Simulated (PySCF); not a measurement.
**Assigning NMR signals**

Atom-mapped SMILES (the numbers label the heavy atoms): `[H]/[N:1]=[CH:2]\[C:3]([CH:4]=[O:5])=[CH:6]/[SiH2:7][SiH3:8]` (H(Xn): hydrogen on atom n).

- structure optimised with GFN2-xTB
- shieldings: GIAO PBE0/pcSseg-1
- code: PySCF
- non-relativistic Hamiltonian, equivalent nuclei averaged, gas phase, one conformer

References, each an isolated molecule treated in the same way: 13C, 1H vs TMS.

**Question.** Assign these signals to the numbered atoms. 13C{1H} NMR (computed): δ 200.8, 169.3, 166.7, 145.5.

**Answer.** 
200.8 → C4, aldehyde carbonyl carbon: the double bond to the heteroatom, with no lone-pair donor beside it, deshields it most
169.3 → C6, β carbon of a C=C–C=O unit: conjugation with the carbonyl draws π density from the β position
166.7 → C2, C=N carbon
145.5 → C3, α carbon of a C=C–C=O unit: as expected for a trigonal carbon in a double bond

**Question.** Assign these signals to the numbered atoms. 1H NMR (500 MHz, computed): δ 13.76 (br s, 1H), 9.83 (s, 1H), 8.60 (s, 1H), 7.42 (t, 1H), 4.45 (m, 2H), 3.65 (t, 3H).

**Answer.** 
13.76 → H(N1), hydrogen on an imine nitrogen: exchangeable; this is the value without hydrogen bonding to other molecules
9.83 → H(C4), hydrogen on an aldehyde carbonyl carbon: the formyl region, downfield of aromatic protons
8.60 → H(C2), hydrogen on a C=N carbon
7.42 → H(C6), hydrogen on a β carbon of a C=C–C=O unit: a vinylic proton, deshielded by the sp2 carbon and the C=C anisotropy
4.45 → H(Si7), hydrogen on a silicon bonded to C, Si
3.65 → H(Si8), hydrogen on a silicon bonded to Si

The OH or NH signal is concentration- and solvent-dependent in practice; the value given is the gas-phase one. Shifts are as computed. Against solution values, carbons near 30 ppm lie about +3 ppm off and those near 130 ppm about +5 ppm. Of 1309 compounds with measured shifts, 239 miss one by over three times the rms of a fit or turn the order of signals round; such compounds aren't used in these exercises. Multiplicities follow the n + 1 count of equivalent neighbours, as no J values were calculated; m marks all less simple cases, F and P coupling included.
